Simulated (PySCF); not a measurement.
SrO₂: calculation against measurement

Isolated SrO₂, optimised in PySCF with density fitting and no spin–orbit coupling; def2 sets carry scalar-relativistic core potentials from Rb on. It is a triplet of C2v symmetry: B3LYP/def2-TZVP Sr–O 2.238 Å (×2), O–Sr–O 128.9°.

Measured fundamentals (Jacox, Vibrational and Electronic Energy Levels of Polyatomic Transient Molecules, as compiled in the NIST Chemistry WebBook) beside computed harmonic wavenumbers, in cm⁻¹:

```tsv
mode as compiled	computed symmetry	measured	medium	B3LYP/def2-TZVP
a1 o-o stretch	a1	729.9	argon matrix	416
a1 sro2 s-stretch	b2	509.2	argon matrix	389
```

How close does the calculation come?

Mean absolute differences: B3LYP/def2-TZVP 33.3 %. The mean ratio of measured to computed values at B3LYP/def2-TZVP is 1.532. Harmonic values should lie a little above fundamentals, yet here they lie below on average; matrices shift bands further, usually down by up to a few per cent. Differences this large suggest that the computed state or structure is not the one observed, or that an assignment is in doubt.
